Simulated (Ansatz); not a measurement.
Reaction (redistribution): `O[Si]([SiH3])(S)Cl` + `[AlH2][CH2][SiH3]` → `O[Si]([SiH3])([SiH3])S` + `[AlH2][CH2]Cl`

Calculated with Ansatz (gas phase, PBE0-D4/def2-TZVP geometries, no zero-point term in ΔE). CCSD(T)/CBS adds triple-zeta CCSD(T) − MP2 to the extrapolated MP2 energy (def2 sets, frozen cores). One conformer a species, not always the lowest.

`O[Si]([SiH3])(S)Cl`:

Z-matrix (Å, degrees):
```
Si
Si 1 2.331
S 1 2.138 2 114.0
O 1 1.634 2 108.0 3 119.4
Cl 1 2.067 2 108.4 3 -119.9
H 2 1.486 1 110.5 3 178.8
H 2 1.486 1 107.8 3 59.0
H 2 1.486 1 109.5 3 -60.0
H 3 1.343 1 93.8 2 -84.0
H 4 0.961 1 118.0 2 -177.4
```

`[AlH2][CH2][SiH3]`:

Cartesian coordinates in Å:
```
Al 0.472 -0.189 1.722
C -0.381 -0.692 0.044
Si -0.134 0.549 -1.328
H 1.968 -0.634 2.012
H -0.326 0.676 2.786
H 0.020 -1.652 -0.300
H -1.460 -0.806 0.199
H 1.319 0.732 -1.605
H -0.683 1.876 -0.931
H -0.794 0.141 -2.598
```

`O[Si]([SiH3])([SiH3])S`:

Z-matrix (Å, degrees):
```
Si
Si 1 2.348
Si 1 2.337 2 113.5
O 1 1.654 2 112.7 3 120.3
S 1 2.147 2 103.2 3 -118.0
H 2 1.487 1 110.2 3 55.7
H 2 1.488 1 109.7 3 -64.3
H 2 1.490 1 110.5 3 176.1
H 3 1.489 1 109.4 2 -167.9
H 3 1.487 1 108.6 2 -49.1
H 3 1.487 1 111.7 2 71.2
H 4 0.960 1 117.0 2 65.4
H 5 1.345 1 95.6 2 168.6
```

`[AlH2][CH2]Cl`:

```xyz
7

Al    0.963    0.379    0.433
C    -0.758   -0.148   -0.365
Cl   -1.041   -1.912   -0.234
H     1.898   -0.695    1.118
H     1.358    1.916    0.357
H    -0.815    0.110   -1.426
H    -1.604    0.351    0.116
```

| species | CCSD/def2-TZVPP energy (Eh) |
| --- | --- |
| `O[Si]([SiH3])(S)Cl` | -1513.80542 |
| `[AlH2][CH2][SiH3]` | -573.26085 |
| `O[Si]([SiH3])([SiH3])S` | -1344.87296 |
| `[AlH2][CH2]Cl` | -742.11905 |

Question: Work out ΔE.

Answer: ΔE = (-1344.87296) + (-742.11905) − (-1513.80542) − (-573.26085) = 0.07426 Eh = +2.02 eV. CCSD(T)/CBS gives +2.01 eV.

Largest T1 diagnostic among the species: 0.013.

From PBE to PBE0 (25 % exact exchange), in def2-TZVPP and without D4, ΔE moves by +0.10 eV.
